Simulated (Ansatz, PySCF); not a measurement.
C3H6N, SMILES `C=C[N+]C` (triplet; the order of the spin states depends on the level; C–C–N–C torsion 180°) (charge 1, multiplicity 3). This triplet lies 0.26 eV above the relaxed singlet at the level B3LYP-D3(BJ)/def2-TZVP (PySCF); other levels give the other order.

Cartesian coordinates (Å):
SMILES: C=C[N+]C
```xyz
10

C      1.9078    -0.1761    -0.6080
C      0.7335    -0.4920     0.0725
N     -0.3400     0.2094     0.0219
C     -1.6708     0.4561     0.3848
H      1.9708     0.7045    -1.2319
H      2.7663    -0.8237    -0.5081
H      0.6812    -1.3880     0.7038
H     -1.7457     1.4103     0.9135
H     -2.3093     0.4535    -0.5028
H     -1.9939    -0.3539     1.0606
```
Charge +1, spin multiplicity 3.

Frozen-core energies in 6-31g from Ansatz (a program for electronic structure) at a geometry from B3LYP-D3(BJ)/def2-TZVP; the HF reference has <S^2> = 2.21 and the T1 diagnostic is 0.026.

```csv
level,energy (Ha)
HF,-171.15675
MP2,-171.46386
CCSD,-171.51960
```

Task: Estimate the energies of CCSD(T), CCSDT and CCSDT(Q), and give each level's difference from CCSDT(Q).

Result: 
| level | energy (Ha) | difference from CCSDT(Q) (mHa) |
|---|---|---|
| MP2 | -171.46386 | 67.28 |
| CCSD | -171.51960 | 11.55 |
| CCSD(T) | -171.52900 | 2.15 |
| CCSDT | -171.53039 | 0.76 |
| CCSDT(Q) | -171.53114 | 0.00 |
